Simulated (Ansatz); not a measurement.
C₅H₁₁BN₂⁺, that is BMe2(nacnacH) with one electron fewer. Charge 1, multiplicity 2. Geometry PBE-D4/def2-SVP; atoms count from 1.

```xyz
19

B    -0.421    0.127   -0.326
C    -2.037   -0.186   -0.047
H    -2.147   -0.707    0.925
H    -2.438   -0.819   -0.862
H    -2.602    0.766   -0.033
C    -0.346    0.906   -1.801
H     0.710    1.140   -2.039
H    -0.940    1.839   -1.757
H    -0.776    0.255   -2.586
N     0.392   -1.167   -0.349
C     1.412   -1.467    0.445
C     1.849   -0.558    1.433
C     1.189    0.682    1.569
N     0.168    0.998    0.784
H     0.131   -1.879   -1.044
H     1.912   -2.442    0.322
H     2.693   -0.813    2.087
H     1.513    1.407    2.335
H    -0.262    1.918    0.943
```

(1) Estimate the Mulliken populations from the PBE0/def2-TZVP orbitals of Ansatz.

(2) Where does the spin sit?

(3) And the Mayer bond orders between heavy atoms (over 0.3)?

Results:

(1) 
```csv
atom,charge (e),spin (α − β)
B1,-0.06,-0.04
C2,-0.36,0.21
H3,0.16,0.01
H4,0.16,0.00
H5,0.16,0.00
C6,-0.36,0.21
H7,0.16,0.01
H8,0.16,0.00
H9,0.16,0.00
N10,-0.13,0.26
C11,0.00,-0.14
C12,-0.09,0.40
C13,0.00,-0.14
N14,-0.13,0.26
H15,0.28,-0.01
H16,0.20,0.01
H17,0.20,-0.02
H18,0.20,0.01
H19,0.28,-0.01
```
Mulliken values depend strongly on the basis.

(2) Summed by element: B -0.04, C 0.54, H -0.02, N 0.52, of 1 unpaired in all. Largest on single atoms: C12 0.40, N10 0.26, N14 0.26.

(3) B1–C2 0.94 (1.67 Å); B1–C6 0.94 (1.67 Å); B1–N10 0.88 (1.53 Å); B1–N14 0.88 (1.53 Å); N10–C11 1.51 (1.33 Å); C11–C12 1.34 (1.41 Å); C12–C13 1.34 (1.41 Å); C13–N14 1.51 (1.33 Å).
